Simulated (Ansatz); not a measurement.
# A ladder of methods for CH3BCl2O (methoxydichloroborane)

CH3BCl2O has 8 atoms, charge 0, and is taken as a singlet. SMILES: `COB(Cl)Cl`. Geometry: optimised at r2SCAN/def2-SVP.

Each level gives the adiabatic electron affinity (to the doublet anion, shapes relaxed at r2SCAN/def2-SVP, no zero-point term) (eV). The values are calculated.

The electron affinity is E(neutral) − E(anion): positive where the electron is bound.

| level | kind | program | value (eV) | CPU time (all runs) |
| --- | --- | --- | --- | --- |
| HF/def2-SVP | Hartree–Fock | Ansatz | -1.15 | 2.2 s |
| PBE/def2-SVP | GGA | Ansatz | -0.81 | 3.8 s |
| r2SCAN/def2-SVP | meta-GGA | Ansatz | -0.62 | 7.8 s |
| B3LYP/def2-SVP | global hybrid | Ansatz | -0.81 | 5.5 s |
| wB97M-V/def2-SVP | range-separated hybrid | Ansatz | -1.01 | 19 s |
| MP2/def2-SVP | perturbation theory | Ansatz | -1.24 | 2.7 s |

The values span -1.24 to -0.62 eV. Negative values mean that the anion is unbound at that level; they are set by how diffuse the basis is and aren't properties of the molecule. CPU times are rough (shared hosts, several kinds of processor): they show what a rung costs within a factor of a few.
